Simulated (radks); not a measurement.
Results of a calculation; reference values are marked as such.
All-electron atom: V+ in [Ar] 3d4 (the NIST ground configuration).

Code: a radial shooting solver on a logarithmic mesh with Libxc functionals. Model: non-relativistic Kohn-Sham, PBE, spin-polarised, spherical densities, point nucleus; open shells are filled with parallel spins first.

Energy parts (eV):
part                      energy
total                 -25672.313
kinetic                25650.174
electron-nucleus      -60805.590
Hartree                10707.773
exchange-correlation   -1224.670

Orbitals (lengths in bohr, moments of r in powers of bohr; <r^-3> diverges for s and p1/2; r(max) is where P^2 peaks):
| orbital | occ. | eigenvalue (eV) | <r^-3> | r(max) | <1/r> |
|---|---|---|---|---|---|
| 1s down | 1 | -5327.824 | - | 0.04410 | 22.52 |
| 1s up | 1 | -5327.798 | - | 0.04410 | 22.52 |
| 2s up | 1 | -596.9908 | - | 0.2581 | 4.733 |
| 2s down | 1 | -595.8503 | - | 0.2580 | 4.740 |
| 2p up | 3 | -503.7751 | 301.8 | 0.2091 | 4.675 |
| 2p down | 3 | -502.9158 | 302.6 | 0.2090 | 4.681 |
| 3s up | 1 | -72.8928 | - | 0.8288 | 1.458 |
| 3s down | 1 | -69.4961 | - | 0.8286 | 1.457 |
| 3p up | 3 | -47.8290 | 34.59 | 0.8523 | 1.329 |
| 3p down | 3 | -44.4467 | 34.43 | 0.8520 | 1.327 |
| 3d up | 4 | -9.9187 | 2.331 | 0.9170 | 0.9210 |
| 4s up | 0 | -9.8148 | - | 2.685 | 0.4091 |
| 3d down | 0 | -6.7953 | 2.201 | 0.9229 | 0.8885 |
| 4p up | 0 | -6.0992 | 2.051 | 3.367 | 0.3199 |

The highest occupied level is 3d up at -9.919 eV. Virial ratio -V/T = 2.00086. Summed over all electrons, <r^2> = 22.80 bohr^2, which gives a Langevin (diamagnetic) susceptibility term of -18.1 x 10^-6 cm^3/mol. For comparison, the ionisation energy in NIST's Atomic Spectra Database is 14.63 eV (measured). In exact Kohn-Sham theory the highest level is minus the ionisation energy, but local and semilocal functionals leave it too shallow, through self-interaction and a potential that decays too fast; potentials with the right tail come closer. Spin moment in Bohr magnetons: 4. The spin density at the nucleus is -0.7915 e/bohr^3 (1s 0.0011, 2s -0.9255, 3s 0.1329), a Fermi contact field of -41.5 T. The density falls to 0.001 e/bohr^3 at r = 3.61 bohr.
